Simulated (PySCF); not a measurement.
**Low-lying terms of Be (beryllium, neutral)**

Ground state [He] 2s2, ¹S. Calculation: PySCF 2.14, in x2c-SVPall with two added diffuse shells of s type (5s2p, 11 functions); scalar relativity by spin-free X2C-1e. Vertical excitation energies in eV without spin-orbit coupling; excited terms of each kind are numbered among those the solver found. Frozen: nothing.

```json
{"term": "1 3P°", "leading excitation": "2s → p", "EOM-EE-CCSD": "2.714", "measured centre of gravity (NIST)": "2.725 (2s2p)"}
{"term": "1 1P°", "leading excitation": "2s → p", "EOM-EE-CCSD": "6.155", "measured centre of gravity (NIST)": "5.277 (2s2p)"}
{"term": "1 3S", "leading excitation": "2s → s", "EOM-EE-CCSD": "6.383", "measured centre of gravity (NIST)": "6.457 (2s3s)"}
{"term": "1 1S", "leading excitation": "2s → s", "EOM-EE-CCSD": "6.701", "measured centre of gravity (NIST)": "6.779 (2s3s)"}
{"term": "2 3S", "leading excitation": "2s → s", "EOM-EE-CCSD": "7.881", "measured centre of gravity (NIST)": "n/a"}
{"term": "2 1S", "leading excitation": "2s → s", "EOM-EE-CCSD": "7.998", "measured centre of gravity (NIST)": "n/a"}
```

Only the lower part of the computed list is shown. Doubly excited terms such as np² are absent. The solver can miss terms. Rydberg members are limited by the diffuse functions of the basis.
